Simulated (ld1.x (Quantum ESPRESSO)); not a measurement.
## Which change was made? (Fe, TM)

- Element: Fe (Z = 26)
- Generator: ld1.x (Quantum ESPRESSO) 7.5
- Type: norm-conserving Troullier–Martins (Kleinman–Bylander form)
- Functional: PBE
- Relativity: fully relativistic
- Frozen core: [Ar]
- Valence charge: 8
- Reference configuration: 3d6 4s2 4p0
- Partial waves: 4s (bound): rc 2.15 bohr; 4p (bound, empty): rc 2.30 bohr; 3d (bound): rc 1.05 bohr
- Local potential: all-electron potential smoothed inside 1.15 bohr (lloc = -1)
- Core correction: a·sin(br)/r model core, default radius (core density twice the valence density)

Open shells are filled in proportion to 2j + 1 (rel_dist='average').

Cutoffs, loose and tight: the cutoffs (Ry, on a coarse ladder) from which the occupation-weighted sum of valence levels, in a spherical-Bessel basis at the reference potential, stays within 10 and 1 mRy of its value at 400 Ry. They do not see the model core or the augmentation charge, which bear on the density cutoff. Test errors are all-electron minus pseudo excitation energies from the reference, over the configurations 3d6 4s1 4p0; 3d6 4s0 4p0; 3d5 4s0 4p0; 3d6 4s0 4p2; 3d5 4s2 4p1; 3d6.5 4s1.5 4p0; 3d6 4s1.5 4p0; variants that change the core or the reference have their own tests. The largest error is taken over the tests solved by every variant that gives reliable tests at all, those not shown here included: 3d5 4s0 4p0; 3d6 4s0 4p0; 3d6 4s0 4p2; 3d6 4s1 4p0; 3d6 4s1.5 4p0.

The base gives: outcome: generated; cutoff, loose: 180 Ry; cutoff, tight: 260 Ry; bound ghosts: s; largest test error (meV): -155.

Q: After one change the result is: outcome: generated; cutoff, loose: 230 Ry; cutoff, tight: 300 Ry; bound ghosts: s, p3/2, p1/2; largest test error (meV): -167. Which change was it?
A. all radii but the core radius scaled by about 0.75 (s 1.60, p 1.72, d 0.78 bohr); local potential all-electron potential smoothed inside 0.86 bohr (lloc = -1)
B. all radii but the core radius scaled by about 0.88 (s 1.90, p 2.02, d 0.92 bohr); local potential all-electron potential smoothed inside 1.02 bohr (lloc = -1)
C. all radii but the core radius scaled by about 1.15 (s 2.48, p 2.64, d 1.20 bohr); local potential all-electron potential smoothed inside 1.32 bohr (lloc = -1)
D. all radii but the core radius scaled by about 1.39 (s 2.98, p 3.18, d 1.46 bohr); local potential all-electron potential smoothed inside 1.60 bohr (lloc = -1)

A: B. The others give: all radii but the core radius scaled by about 0.75 (s 1.60, p 1.72, d 0.78 bohr); local potential all-electron potential smoothed inside 0.86 bohr (lloc = -1) → outcome: generated; cutoff, loose: 300 Ry; cutoff, tight: over 300 Ry; bound ghosts: s, p1/2, p3/2; largest test error (meV): -230 | all radii but the core radius scaled by about 1.39 (s 2.98, p 3.18, d 1.46 bohr); local potential all-electron potential smoothed inside 1.60 bohr (lloc = -1) → outcome: generated; cutoff, loose: 110 Ry; cutoff, tight: 180 Ry; bound ghosts: s; largest test error (meV): -384 | all radii but the core radius scaled by about 1.15 (s 2.48, p 2.64, d 1.20 bohr); local potential all-electron potential smoothed inside 1.32 bohr (lloc = -1) → outcome: generated; cutoff, loose: 140 Ry; cutoff, tight: 230 Ry; bound ghosts: s; largest test error (meV): -197.
